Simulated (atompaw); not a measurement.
# Before and after: PAW (atompaw) potential for Pt

* Element: platinum (Pt)
* Generator: atompaw 4.2.0.5
* Type: PAW
* Functional: LDA (PW92)
* Relativity: scalar-relativistic
* Frozen core: [Kr] 4d10 4f14
* Valence charge: 18
* Reference configuration: 5s2 5p6 5d9 6s1 6p0
* Partial waves: 5s (bound): rc 1.40 bohr; 6s (bound): rc 2.05 bohr; 5p (bound): rc 1.90 bohr; 6p (bound, empty): rc 2.05 bohr; 5d (bound): rc 1.75 bohr; 5d channel at 2.25 Ry: rc 2.05 bohr
* Local potential: troulliermartins scheme with l = 3 at -0.5 Ry, radius 1.35 bohr
* Core correction: smooth core density matched at 1.90 bohr
* Augmentation charge: besselshape compensation charge, radius 1.60 bohr; PAW radius 2.05 bohr; waves and projectors: custom polynom gramschmidtortho

Change: local potential bessel scheme, radius 1.35 bohr.

Cutoffs: the cutoffs (Ry, on a coarse ladder) from which the occupation-weighted sum of valence levels, in a spherical-Bessel basis at the reference potential, stays within 10 and 1 mRy of its value at 400 Ry; they do not see the model core or the augmentation charge, which bear on the density cutoff.

Q: What does the change do?

A: The potential gets neither clearly harder nor softer (45 Ry and 60 Ry → 45 Ry and 60 Ry); the bound ghost in d, s disappears; the range in which the s phases agree narrows (upper end at the end of the scan → 0.8). A state that the projectors do not describe sees the local part alone, so a deeper or shallower local part can create or remove a ghost.

| quantity | base | changed |
| --- | --- | --- |
| cutoff, loose | 45 Ry | 45 Ry |
| cutoff, tight | 60 Ry | 60 Ry |
| bound ghosts | s, d | none |
| s: phases at 2.05 bohr within 0.05 rad from the reference energy up to (Ry; the scan ends near 5) | to the end of the scan | 0.8 |
| p: phases at 2.05 bohr within 0.05 rad from the reference energy up to (Ry; the scan ends near 5) | 0.3 | 1.3 |
| d: phases at 2.05 bohr within 0.05 rad from the reference energy up to (Ry; the scan ends near 5) | 4.2 | to the end of the scan |
| lowest overlap eigenvalue by channel | s 0.33, p 0.75, d 0.53 | s 0.45, p 0.81, d 0.58 |

 A true bound ghost makes a file unfit for plane-wave use even where its test errors are small: the radial tests pick states by their node count and pass the ghost by. The cutoffs see the waves, projectors and local potential, not the compensation charge or the core.
